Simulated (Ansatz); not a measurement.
Born–Oppenheimer molecular dynamics of AlClH5NO (9 atoms, charge 0, multiplicity 1). It starts at the highest image of a converged band. Of that band: Beside the main top the profile has a ripple of under 15 meV (maxima at images 2, 5), which may be a very shallow well or noise. A vibrational analysis at the climbing image gives one clearly imaginary mode, 1289i cm⁻¹: a first-order saddle point.

The calculation used RKS PBE0/6-31G* in Ansatz.

```yaml
ensemble: NVE (velocity Verlet)
time_step: 0.5 fs
steps_asked: 200
starting_velocities_drawn_for: 300 K
seed: 7830
```

First frame:

```xyz
9
Properties=species:S:1:pos:R:3
Al 0.037 0.314 -0.074
H -0.030 0.069 1.684
N 1.579 0.035 -0.891
H 1.703 -0.640 -1.632
H 2.466 0.429 -0.611
Cl -1.730 -0.490 -0.916
O -0.262 1.988 0.666
H -1.127 2.404 0.530
H -0.252 1.099 1.536
```

How far do the bonds stretch over the last three quarters of this one trajectory? (Pairs bonded in most of those frames.)


```csv
bond,mean (Å),spread (Å),shortest,longest
Al1–H2,1.609,0.088,1.47,1.74
Al1–N3,1.802,0.039,1.74,1.86
Al1–Cl6,2.161,0.066,2.05,2.24
Al1–O7,2.163,0.134,1.87,2.31
N3–H4,1.012,0.012,0.99,1.03
N3–H5,1.013,0.011,1.00,1.03
O7–H8,0.973,0.021,0.94,1.03
O7–H9,0.976,0.029,0.92,1.02
```

Mean temperature of the second half: 601 K. The conserved energy stayed within 0.13 meV per atom of its start (net change -0.036 meV per atom), so the integration is sound. The kinetic energy rose, since the run started high on the potential surface and went downhill. A run of 0.1 ps of so small a system gives no equilibrium averages. The orbitals stay closed-shell, which can raise the energy where a bond breaks towards radicals; this wasn't checked here.

Run time: 14 min on 1 thread of Arm Neoverse V1, with other jobs on the host, peak memory 0.15 GiB.
